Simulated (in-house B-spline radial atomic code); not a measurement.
Radial electron density of Sc³⁺, [Ne] 3s2 3p6. Method: scalar-relativistic (X2C) Hartree-Fock with fractional occupations, spin-polarised, spherical fractional occupations, Fermi nucleus of rms radius 3.5459 fm. Calculated with a B-spline radial code for spherical atoms.

Columns: r (bohr), 4πr²n(r) (electrons per bohr), bar.

```
 0.00276   0.6315 #
  0.0033   0.8692 #
 0.00394    1.188 ##
  0.0047    1.615 ###
 0.00561    2.184 ####
  0.0067    2.937 #####
   0.008    3.916 #######
 0.00955    5.168 #########
  0.0114    6.739 ###########
  0.0136    8.656 ##############
  0.0163       11 ##################
  0.0194    13.56 #######################
  0.0232    16.42 ###########################
  0.0277    19.28 ################################
  0.0331    21.88 ####################################
  0.0395    23.84 ########################################
  0.0471    24.82 #########################################
  0.0563     24.6 #########################################
  0.0672    23.23 #######################################
  0.0802    21.14 ###################################
  0.0958    19.15 ################################
   0.114    18.26 ##############################
   0.137    19.17 ################################
   0.163    21.65 ####################################
   0.195    24.71 #########################################
   0.233    26.43 ############################################
   0.278    25.27 ##########################################
   0.332    20.97 ###################################
   0.396    14.97 #########################
   0.473     9.61 ################
   0.564    6.909 ############
   0.674    6.968 ############
   0.805    8.215 ##############
   0.961    8.667 ##############
    1.15     7.43 ############
    1.37    5.108 #########
    1.64    2.718 #####
    1.95    1.145 ##
    2.33   0.3492 #
    2.78  0.07621 
    3.33  0.01059 
    3.97 0.0009572
```

On this grid the curve has 3 maxima, near 0.0471, 0.233, 0.961 bohr.

The 3s down radial function P(r) = rR(r), positive near the nucleus:

```
r (bohr)         P
0.000952   0.02141
 0.00136   0.02981
 0.00194   0.04131
 0.00276   0.05686
 0.00394   0.07795
 0.00561    0.1056
   0.008     0.141
  0.0114    0.1842
  0.0163    0.2331
  0.0232    0.2793
  0.0331    0.3079
  0.0471    0.2924
  0.0672    0.1985
  0.0958  0.001774
   0.137   -0.2771
   0.195    -0.514
   0.278   -0.5091
   0.396   -0.1099
   0.564    0.5582
   0.805     1.047
    1.15    0.9764
    1.64    0.5244
    2.33    0.1527
    3.33   0.01889
```
